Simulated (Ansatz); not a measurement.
The cluster Cu4Ag⁻. Charge -1, multiplicity 1. Geometry PBE-D4/def2-SVPD; atoms count from 1.

```xyz
5

Ag   -0.144    0.865   -1.214
Cu   -0.644    0.812    1.259
Cu    0.737   -1.378   -0.464
Cu   -1.619   -0.912   -0.139
Cu    1.669    0.614    0.558
```

In the def2 sets Ag takes a core potential; there is no spin–orbit coupling. The restricted singlet is unstable towards broken spin symmetry in Hartree–Fock (as tested in another run); at PBE0-D4/def2-TZVPD this wasn't settled. No other spin state of charge -1 was run. Another isomer (singlet) lies 0.74 eV lower at PBE0-D4/def2-TZVPD; other spin states weren't run for this one.

Question: Estimate the Mulliken populations from the PBE0/def2-TZVPD orbitals of Ansatz.

Answer: 
```csv
atom,charge (e),d electrons
Ag1,-0.34,9.87
Cu2,-0.16,9.88
Cu3,-0.16,9.88
Cu4,-0.17,9.89
Cu5,-0.17,9.89
```
Mulliken values and Mayer orders depend strongly on the basis. With diffuse functions, as here, like atoms can get unlike values, and bond orders can come out too low or too high.

Question: And the Mayer bond orders between bonded heavy atoms (over 0.3)?

Answer: Ag1–Cu2 0.57 (2.52 Å); Ag1–Cu3 0.57 (2.52 Å); Ag1–Cu4 0.58 (2.55 Å); Ag1–Cu5 0.58 (2.55 Å); Cu2–Cu3 0.40 (3.11 Å); Cu2–Cu4 0.53 (2.42 Å); Cu2–Cu5 0.53 (2.42 Å); Cu3–Cu4 0.53 (2.42 Å); Cu3–Cu5 0.53 (2.42 Å). Values over 0.3 also appear between atoms too far apart for a bond (Cu4–Cu5 0.31 at 3.69 Å); they arise where an orbital or an unpaired electron spreads over both atoms.
